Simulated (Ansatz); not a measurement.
PBE exchange is replaced step by step with exact exchange (0 % is PBE, 25 % PBE0; no dispersion term), basis def2-TZVP, Ansatz. System: the cluster In₃ (the lowest doublet isomer of a short search). Charge 0, multiplicity 2. Geometry: r2SCAN-D4/def2-SVP.

Geometry of the doublet:

Cartesian coordinates in Å:
```
In 0.8360 0.6467 -1.4474
In -1.3141 -1.2187 0.0167
In 0.4780 0.5720 1.4307
```

In the def2 sets In takes a core potential; there is no spin–orbit coupling. At PBE-D4/def2-TZVP, PBE with 5 % exact exchange/def2-TZVP, PBE with 10 % exact exchange/def2-TZVP, PBE with 15 % exact exchange/def2-TZVP and others the charge 0 doublet is spin-contaminated (final ⟨S²⟩ up to 1.66, 0.75 for a pure state). The geometry of the doublet was relaxed on an unsound state (⟨S²⟩ 1.55, where a pure state has 0.75). At PBE0-D4/def2-TZVP a quartet of charge 0 lies 0.21 eV below the doublet, each at its own geometry. The structure comes from a short search, and lower isomers may exist.

HOMO and LUMO are taken over both spins.

| exact exchange (%) | HOMO (eV) | LUMO (eV) | gap (eV) | ⟨S²⟩ |
| --- | --- | --- | --- | --- |
| 0 | -3.69 | -3.39 | 0.30 | 1.306 |
| 5 | -3.82 | -3.26 | 0.56 | 1.336 |
| 10 | -3.95 | -3.13 | 0.81 | 1.366 |
| 15 | -4.08 | -3.01 | 1.07 | 1.396 |
| 25 | -4.35 | -2.81 | 1.54 | 1.580 |
| 35 | -4.65 | -2.55 | 2.10 | 1.614 |
| 50 | -5.11 | -2.16 | 2.95 | 1.660 |
